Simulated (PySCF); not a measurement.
A structure optimised at PBE0-D3(BJ)/def2-SVP, used in a PySCF frequency run:

```
Mo
N 1 1.7035
H 2 1.0207 1 153.86
S 1 2.1044 2 109.58 3 -1.87
Cl 1 2.2735 2 109.80 3 120.30
S 1 2.3130 2 101.97 3 -117.74
H 6 1.3554 1 94.86 2 165.16
```

### Question
Write its SMILES and formula.

### Answer
[NH]=[Mo](=[S])([SH])[Cl], ClH2MoNS2

### Question
What are its rotational constants (standard atomic weights)?

### Answer
1.7528, 1.4788, 1.1031 GHz
